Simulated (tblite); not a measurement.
Isomers of C8H15P. Level: GFN2-xTB in tblite, geometry and Hessian alike; calculated harmonic values, unscaled, isolated species. This tight-binding method is rough: wavenumbers can miss measured ones by several per cent, in bad cases by 10 to 20. One conformer each.

Electronic energies: GFN2-xTB at the same geometries; isomer energies are rough at this level and their order can be wrong.

```
                  SMILES  electronic energy, lowest = 0 (kcal/mol)
C=C[C@@H]1CCP(C)[C@@H]1C                                       6.1
 C=C(C)[P@](=C)(C)/C=C\C                                      65.8
    CC(C)[C@@H]1CP1C1CC1                                      20.1
            CCCP1CCC=C1C                                       1.3
    C[C@@H]1CCP(C2CC2)C1                                       0.0
```

**Question.** How do GFN2-xTB zero-point energies change the relative energies?

**Answer.** 
```tsv
SMILES	ZPE (kcal/mol)	of it from modes above 1550 cm⁻¹	electronic (kcal/mol)	with ZPE, lowest = 0 (kcal/mol)	lowest mode (cm⁻¹)	rings
C[C@@H]1CCP(C2CC2)C1	131.8	64.5	0.0	0.0	34	2
CCCP1CCC=C1C	130.6	66.4	1.3	0.0	39	1
C=C[C@@H]1CCP(C)[C@@H]1C	130.4	66.8	6.1	4.7	52	1
CC(C)[C@@H]1CP1C1CC1	130.7	65.1	20.1	19.0	12	2
C=C(C)[P@](=C)(C)/C=C\C	125.3	69.4	65.8	59.2	60	0
```

The zero-point energies span 6.5 kcal/mol, from `C=C(C)[P@](=C)(C)/C=C\C` to `C[C@@H]1CCP(C2CC2)C1`. The order is unchanged, ties at the printed digit aside.

**Question.** What do entropy and thermal enthalpy add at 298.15 K and 1 bar (rigid rotor, harmonic oscillator, one conformer each)?

**Answer.** 
| SMILES | point group | symmetry number | S (cal/(mol K)) | H − H(0) (kcal/mol) | ZPE + H − H(0) − TS (kcal/mol) |
| --- | --- | --- | --- | --- | --- |
| C[C@@H]1CCP(C2CC2)C1 | C1 | 1 | 99.5 | 6.97 | 109.1 |
| CCCP1CCC=C1C | C1 | 1 | 104.7 | 7.68 | 107.0 |
| C=C[C@@H]1CCP(C)[C@@H]1C | C1 | 1 | 100.9 | 7.41 | 107.7 |
| C=C(C)[P@](=C)(C)/C=C\C | C1 | 1 | 110.3 | 8.82 | 101.2 |

Not tabulated: `CC(C)[C@@H]1CP1C1CC1` (lowest mode only 12 cm⁻¹).
